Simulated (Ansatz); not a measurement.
The same ligand exchange along the group B, Al, Ga.

Computed with Ansatz on PBE0-D4/def2-TZVP structures; ΔE is electronic, products minus reactants. CCSD(T)/CBS adds triple-zeta CCSD(T) − MP2 to the extrapolated MP2 energy (def2 sets, frozen cores). This one scheme is used for every species. DFT in def2-TZVPP. For Ga outer-core shells are correlated without core-valence functions, which leaves a few kJ/mol of doubt a bond. Scalar relativity is left out up to krypton. One conformer a species, not always the lowest.

```json
{"reaction": "`CBS` + CH₃OH → `COBS` + CH₄", "RPA@PBE/def2-TZVPP (kJ/mol)": "-127", "PBE0-D4 (kJ/mol)": "-122", "CCSD/CBS(def2) (kJ/mol)": "-125"}
{"reaction": "`[CH3][AlH][SH]` + CH₃OH → `C[O][AlH][SH]` + CH₄", "RPA@PBE/def2-TZVPP (kJ/mol)": "-137", "PBE0-D4 (kJ/mol)": "-131", "CCSD/CBS(def2) (kJ/mol)": "-139"}
{"reaction": "`[CH3][GaH][SH]` + CH₃OH → `C[O][GaH][SH]` + CH₄", "RPA@PBE/def2-TZVPP (kJ/mol)": "-73", "PBE0-D4 (kJ/mol)": "-67", "CCSD/CBS(def2) (kJ/mol)": "-68"}
```

(1) Give the CCSD(T)/CBS values in the same order. (An estimate is asked.)

Largest T1 diagnostic: 0.014, for `C[O][GaH][SH]`.

## Answers

(1) Ansatz gave: -125, -138, -70 kJ/mol.
